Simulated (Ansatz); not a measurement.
A run for Ansatz (a first-principles code): U-CCSD(T)/def2-SVP on CH4Cd (SMILES [CH3][CdH]), a point of a bond scan (R = 1.682 Å). Elements past Kr take the def2 small-core potentials; no spin–orbit coupling.

Ansatz 0.2 input:
```yaml
crystal:
  periodic: [false, false, false]
  atoms:
    - {symbol: Cd, position_ang: [-0.28068773, -0.15103297, -0.04141861]}
    - {symbol: H, position_ang: [-1.74994566, -0.94161398, -0.25822404]}
    - {symbol: C, position_ang: [1.58135131, 0.85089642, 0.23334606]}
    - {symbol: H, position_ang: [2.03123692, 0.55928180, 1.18282066]}
    - {symbol: H, position_ang: [1.43288682, 1.93112443, 0.23532541]}
    - {symbol: H, position_ang: [2.27072534, 0.59541191, -0.57190501]}
basis:
  gaussian:
    orbitals: def2-SVP
correlation: {method: ccsd_t, electrons: outside_noble_gas}
scf: {omitted_lower_state_checks: [cluster_reference]}
magnetization: {spin_polarized: true, initial_magnetization: 0}
```

The head of its log:

```
WARN ansatz: RAYON_NUM_THREADS=1 ignored (pool sized by the plan → 1); use --threads N
Functional definition: HF
these checks for a lower state are left out or cut short: cluster_reference
integrals: 0.06 GiB planned
685 factors; integrals over basis functions are off by at most 1.1e-3 eV
mean field: 0.18 GiB planned
mean field evaluation 1: about -5629.6010 eV, gradient 1.7e1 eV
mean field evaluation 2: about -5629.8004 eV, gradient 1.7e1 eV
mean field evaluation 4: about -5631.5695 eV, gradient 1.5e0 eV
mean field evaluation 8: about -5631.5914 eV, gradient 8.4e-2 eV
mean field -5631.59146734 eV, -206.9571691948 hartree, gradient 1.5e-6 eV, S^2 0.000000; 0 other end points of the search recorded, 0 dependent functions left out
5 core orbitals not correlated
reference -5631.59146734 eV, -206.9571691948 hartree; 10, 10 occupied and 50, 50 virtual orbitals, 685 factors
```

Predict the final total energy.

-207.4272 hartree (reference determinant -206.9572, T1 diagnostic 0.012).
